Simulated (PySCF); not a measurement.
B(F)(Cl)(NMe2) (C2H6BClFN), SMILES CN(C)B(F)Cl.

The structure is a stationary point at B3LYP-D3(BJ)/def2-SVP. The values are those of a single conformer.

Calculation: PBE/def2-TZVP (PySCF).

Isolated molecule, no solvent.

```yaml
total_energy: -719.22651 hartree
point_group: Cs
highest_occupied_level: -6.15 eV
lowest_empty_level: -0.11 eV
orbital_gap: 6.04 eV
dipole_moment: 2.89 D
quadrupole, principal values (traceless, Buckingham form, about the centre of nuclear charge): -1.31, 0.02, 1.29 D·Å
mean_static_polarisability: 61.3 bohr³ (9.08 Å³)
polarisability_principal_values: 46.9, 60.4, 76.5 bohr³
```
